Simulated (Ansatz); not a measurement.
NbOCl3 (NbCl₃O). Charge 0, multiplicity 3. Geometry PBE-D4/def2-SVP, that of the neutral singlet; atoms count from 1.

```
atom    x (Å)    y (Å)    z (Å)
 Nb1  -0.0489  -0.0251  -0.0498
  O2  -1.1688  -0.6009  -1.1898
 Cl3   1.3113  -1.7798   0.5279
 Cl4  -1.2363   0.7421   1.7570
 Cl5   1.1427   1.6637  -1.0452
```

In the def2 sets Nb takes a core potential; there is no spin–orbit coupling. At PBE0-D4/def2-TZVP a singlet of charge 0 lies 4.42 eV below the triplet at the same geometry.

Question: Estimate the Mulliken populations from the PBE0/def2-TZVP orbitals of Ansatz.

Answer: 
| atom | charge (e) | spin (α − β) | d electrons |
| --- | --- | --- | --- |
| Nb1 | 1.29 | 0.73 | 3.09 |
| O2 | -0.38 | 0.59 | – |
| Cl3 | -0.39 | 0.04 | – |
| Cl4 | -0.26 | 0.32 | – |
| Cl5 | -0.26 | 0.32 | – |
Mulliken values and Mayer orders depend strongly on the basis.

Question: Where does the spin sit?

Answer: Summed by element: Nb 0.73, O 0.59, Cl 0.67, of 2 unpaired in all. Largest on single atoms: Nb1 0.73, O2 0.59, Cl4 0.32.

Question: And the Mayer bond orders between bonded heavy atoms (over 0.3)?

Answer: Nb1–O2 1.56 (1.70 Å); Nb1–Cl3 1.01 (2.29 Å); Nb1–Cl4 0.90 (2.29 Å); Nb1–Cl5 0.91 (2.29 Å).
